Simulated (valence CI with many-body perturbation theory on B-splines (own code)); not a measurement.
The numbers below are computed, except where a source is named.
Basis-set convergence for P⁹⁺

Method: relativistic CI+MBPT: four valence electrons over a frozen Dirac-Fock core [He], a basis of 9 s, 9 p, 8 d, 6 f, 3 g, 1 h functions for each j, with the one-electron correlation potential Σ1, the two-electron term Σ2, the three-electron term Σ3, Breit, model QED; selected CI, second order for the rest, scaled by the run's own slope (own B-spline code, finite nucleus).

No measured levels were compared; by estimate levels of excited configurations hold to 0.05 to 0.15 % of their energy, terms of the ground configuration to about 0.5 %. Among the levels kept, up to 290 cm⁻¹ of a level comes from second order outside the variational space, and about a tenth of that is noise between levels of different J, which matters for small intervals.

The reference run has the lowest level 2s²2p² ³P_0 and an ionisation energy of 424.554 eV. Its largest variational space holds 22902 state functions.

Changed runs:
A. basis 6 s, 6 p, 5 d, 3 f, 1 g
B. basis 5 s, 5 p, 4 d, 2 f

Excitation energies of the reference run in cm⁻¹, and shifts in cm⁻¹:

```
                 Level  Reference       A       B
           2s²2p² ³P_1       3676    -2.1    -4.7
           2s²2p² ³P_2       9024    -1.2    -3.3
           2s²2p² ¹D_2      59866    +157    +470
           2s²2p² ¹S_0     120271    +230    +672
           2s2p³ ⁵S°_2     167452    -241    -736
           2s2p³ ³D°_2     323248     +84    +254
           2s2p³ ³D°_3     323302     +85    +253
           2s2p³ ³D°_1     323455     +82    +252
           2s2p³ ³P°_1     380109    +157    +471
           2s2p³ ³P°_0     380129    +157    +472
           2s2p³ ³P°_2     380339    +157    +470
           2s2p³ ¹D°_2     485121    +274    +851
Ionisation energy (eV)    424.554  -0.019  -0.059
```
